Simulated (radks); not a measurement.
All-electron atom: Tb57+ in [He] 2s2 2p3 4f1 (not the ground configuration).

Method: scalar-relativistic Kohn-Sham, PBE, spin-polarised, spherical densities, finite nucleus; open shells are filled with parallel spins first (spin-orbit coupling, left out, can overturn this in heavy ions); Fermi nuclear charge, rms radius 5.06 fm; computed with a radial shooting solver on a logarithmic mesh with Libxc functionals.

Energy parts (hartree):
part                       energy
total                  -7076.9604
kinetic                 7842.4128
electron-nucleus      -15236.8479
Hartree                  406.6409
exchange-correlation     -89.1662

Orbitals (lengths in bohr, moments of r in powers of bohr):
| orbital | occ. | eigenvalue (hartree) | <r^4> |
|---|---|---|---|
| 1s up | 1 | -2108.092 | 1.050e-06 |
| 1s down | 1 | -2106.395 | 1.047e-06 |
| 2s up | 1 | -494.5032 | 0.0001428 |
| 2s down | 1 | -491.5244 | 0.0001443 |
| 2p up | 3 | -463.5190 | 0.0001019 |
| 2p down | 0 | -460.0423 | 0.0001034 |
| 4f up | 1 | -104.7370 | 0.01614 |

The highest occupied level is 4f up at -2850.0 eV. The configuration is held as typed, so some empty levels lie below it. Summed over all electrons, <r^2> = 0.1462 bohr^2, which gives a Langevin (diamagnetic) susceptibility term of -0.116 x 10^-6 cm^3/mol. The density falls to 0.001 e/bohr^3 at r = 0.77 bohr.
